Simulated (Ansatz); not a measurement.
## Pulling the pair apart

The pair of Li⁺ (SMILES [Li+], atom 1) and BH$_{3}$O$_{3}$ (SMILES OB(O)O, atoms 2–8), both closed shells, in one local arrangement (a lower one may exist), relaxed at PBE0-D4/def2-TZVP:

```tsv
atom	x (Å)	y (Å)	z (Å)
Li1	-0.7977	0.5477	-1.9635
O2	-1.0131	0.6632	-0.0338
B3	0.1361	-0.0910	0.1516
O4	0.6225	-0.3927	-1.1090
O5	0.7449	-0.5038	1.2594
H6	-1.5121	0.9797	0.7223
H7	1.4266	-0.9183	-1.1523
H8	0.3927	-0.2848	2.1252
```

BH$_{3}$O$_{3}$ is shifted rigidly along the line between the mean atom positions of the two fragments (negative: closer). Counterpoise interaction energies in kJ/mol. Ansatz 0.2.0; basis: def2-TZVPPD; cores frozen in the correlated methods. The outer core shell of Li, Na, Mg and K is correlated.

| shift (Å) | wB97M-V | PBE0-D4 | MP2 |
| --- | --- | --- | --- |
| -0.19 | -202.3 | -205.9 | -190.9 |
| -0.10 | -212.0 | -214.8 | -201.7 |
| 0.00 | -215.3 | -217.4 | -206.1 |
| 0.10 | -214.0 | -215.5 | -205.7 |
| 0.23 | -206.9 | -207.8 | -199.8 |
| 0.48 | -185.2 | -185.5 | -179.9 |
| 0.95 | -138.3 | -143.7 | -135.4 |
| 1.91 | -75.9 | -79.2 | -75.1 |

(1) What does CCSD(T) give at these shifts? (Judge from chemistry; the value comes from the calculation.)

No T1 diagnostic of these runs exceeds 0.012.

## Answers

(1) Computed: -192.0, -202.6, -206.7, -206.1, -200.0, -179.7, -135.0, -74.7 kJ/mol. For zero shift, CCSD(T) at an estimated basis limit (MP2 extrapolated from triple and quadruple zeta, plus CCSD(T) − MP2 in triple zeta) gives -213.0 kJ/mol. These are counterpoise interaction energies, counted from the two frozen fragments.

For scale, one of the runs: CCSD(T)/def2-TZVPPD, 230 basis functions, launched by `ansatz run in.yaml --threads 4 --pin off --events-out ev --progress --plain --max-ram 9574MiB`. The run took 75 s on 4 CPU threads of an Arm Neoverse V2 (shared host), with 4.3 GiB of host memory at its peak.
